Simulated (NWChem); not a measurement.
System: GaHSeF2; SMILES [Ga]([SeH])([F])[F]

Input file for NWChem:

```
start job
memory heap 200 mb stack 900 mb global 1100 mb
geometry units angstroms noautosym nocenter noautoz
  Ga     0.016325     0.766962     0.001459
  F     -1.406844     1.768541    -0.003971
  F      1.529459     1.630786     0.002789
  Se    -0.085219    -1.518595     0.006656
  H      1.385588    -1.581273     0.010158
end
basis spherical
  * library def2-svpd
end
dft
  xc xpbe96 cpbe96
  iterations 150
end
property
  response 1 0.0
end
task dft property
```

Excerpt of the output:

```
             Northwest Computational Chemistry Package (NWChem) 7.3.0
             --------------------------------------------------------

                             Geometry "geometry" -> ""
                             -------------------------

 Output coordinates in angstroms (scale by  1.889725989 to convert to a.u.)

  No.       Tag          Charge          X              Y              Z
 ---- ---------------- ---------- -------------- -------------- --------------
    1 Ga                  31.0000     0.01632500     0.76696200     0.00145900
    2 F                    9.0000    -1.40684400     1.76854100    -0.00397100
    3 F                    9.0000     1.52945900     1.63078600     0.00278900
    4 Se                  34.0000    -0.08521900    -1.51859500     0.00665600
    5 H                    1.0000     1.38558800    -1.58127300     0.01015800

 Effective nuclear repulsion energy (a.u.)     540.2355340870

  pbe96 is a nonlocal functional; adding pw91lda local functional.
                              NWChem Property Module
                              ----------------------

                                 NWChem DFT Module
                                 -----------------

 Summary of "ao basis" -> "ao basis" (spherical)
 ------------------------------------------------------------------------------
       Tag                 Description            Shells   Functions and Types
 ---------------- ------------------------------  ------  ---------------------
 Ga                        def2-svpd                14       38   6s4p4d
 F                         def2-svpd                 9       23   4s3p2d
 Se                        def2-svpd                15       41   6s5p4d
 H                         def2-svpd                 4        8   2s2p

            General Information
            -------------------
          SCF calculation type: DFT
          Wavefunction type:  closed shell.
          No. of atoms     :     5
          No. of electrons :    84
           Alpha electrons :    42
            Beta electrons :    42
          Charge           :     0
          Spin multiplicity:     1
          Use of symmetry is: off; symmetry adaption is: off
          Maximum number of iterations: 150
          AO basis - number of functions:   133
                     number of shells:    51
          Convergence on energy requested:  1.00D-06
          Convergence on density requested:  1.00D-05
          Convergence on gradient requested:  5.00D-04

              XC Information
              --------------
          PerdewBurkeErnzerhof Exchange Functional  1.000
            Perdew 1991 LDA Correlation Functional  1.000 local
           PerdewBurkeErnz. Correlation Functional  1.000 non-local

             Grid Information
             ----------------
          Grid used for XC integration:  medium
          Radial quadrature: Mura-Knowles
          Angular quadrature: Lebedev.
          Tag              B.-S. Rad. Rad. Pts. Rad. Cut. Ang. Pts.
          ---              ---------- --------- --------- ---------
          Ga                  1.30      112          12.0       590
          F                   0.50       49          13.0       434
          Se                  1.15      112          13.0       590
          H                   0.35       45          12.0       434
          Grid pruning is: on
          Number of quadrature shells:   367
          Spatial weights used:  Erf1

      Superposition of Atomic Density Guess
      -------------------------------------

 Sum of atomic energies:       -4521.58361720

      Non-variational initial energy
      ------------------------------

 Total energy =   -4521.990797
 1-e energy   =   -7384.387365
 2-e energy   =    2322.161034
 HOMO         =      -0.315058
 LUMO         =      -0.060715

   convergence    iter        energy       DeltaE   RMS-Dens  Diis-err
 ---------------- ----- ----------------- --------- --------- ---------
 d= 0,ls=0.0,diis     1  -4525.1479121739 -5.07D+03  2.20D-02  1.31D+00
 d= 0,ls=0.0,diis     2  -4524.2867667725  8.61D-01  1.44D-02  1.08D+01
 d= 0,ls=0.0,diis     3  -4525.2971010824 -1.01D+00  2.52D-03  9.46D-02
 d= 0,ls=0.0,diis     4  -4525.3004647180 -3.36D-03  1.69D-03  3.75D-02
 d= 0,ls=0.0,diis     5  -4525.3044369477 -3.97D-03  5.05D-04  3.56D-03
  Resetting Diis
 d= 0,ls=0.0,diis     6  -4525.3049575070 -5.21D-04  7.08D-05  2.20D-04
 d= 0,ls=0.0,diis     7  -4525.3049706969 -1.32D-05  5.84D-05  1.09D-05
 d= 0,ls=0.0,diis     8  -4525.3049656295  5.07D-06  3.59D-05  6.39D-05
 d= 0,ls=0.0,diis     9  -4525.3049719664 -6.34D-06  6.73D-06  5.67D-07
 d= 0,ls=0.0,diis    10  -4525.3049720416 -7.52D-08  1.53D-06  6.85D-08

         Total DFT energy =    -4525.304972041627
      One electron energy =    -7382.343879109941
           Coulomb energy =     2499.464786480769
    Exchange-Corr. energy =     -182.661413499416
 Nuclear repulsion energy =      540.235534086959

 Numeric. integr. density =       83.999982577913

                       DFT Final Molecular Orbital Analysis
                       ------------------------------------

[...]

 DFT Linear Response polarizability / au
 Frequency  =       0.0000000 / au
              X              Y              Z
 -----------------------------------------------
 X      51.9956017     -0.3786713      0.0130203
 Y      -0.3786670     71.6667258     -0.0606557
 Z       0.0130203     -0.0606558     46.4369204
 -----------------------------------------------
 Eigenvalues =      51.9883402     71.6741595     46.4367481
 Isotropic   =      56.6997493
 Anisotropic =      22.9704004
 -----------------------------------------------

 Magnetic Dipole Response Matrix (nonzero elements):

 Exiting AOResponse driver routine
```

Level: PBE/def2-SVPD. Geometry: optimised at PBE0/def2-SVP.
